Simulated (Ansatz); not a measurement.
```yaml
crystal:
  periodic: [false, false, false]
  atoms:
    - {symbol: F, position_ang: [0.671874, -1.093906, 1.925900]}
    - {symbol: Si, position_ang: [0.859506, -0.726712, 0.402624]}
    - {symbol: F, position_ang: [2.234477, 0.029156, 0.253046]}
    - {symbol: F, position_ang: [0.960268, -2.079427, -0.403838]}
    - {symbol: Si, position_ang: [-0.908657, 0.586037, -0.371590]}
    - {symbol: Cl, position_ang: [-0.937225, 2.304468, 0.728180]}
    - {symbol: Cl, position_ang: [-0.563625, 0.998463, -2.339882]}
    - {symbol: H, position_ang: [-2.224417, -0.075180, -0.250341]}
basis:
  gaussian: {orbitals: STO-3G}
magnetization: {spin_polarized: true, initial_magnetization: 1}
hamiltonian: {xc: {name: PBE}, dispersion: d3bjatm}
output: {forces: true}
```

```sh
$ ansatz run in.yaml --threads 2 --pin off --events-out ev --progress --plain --max-ram 32768MiB --backend cpu
```

**Question.** How does Ansatz answer? (Estimate.)

**Answer.** The calculation gave: The program refused the input.
```
Error: a molecule whose nuclei and cores have a total charge of 90 cannot have a net charge of 0 together with 1 unpaired electrons
```
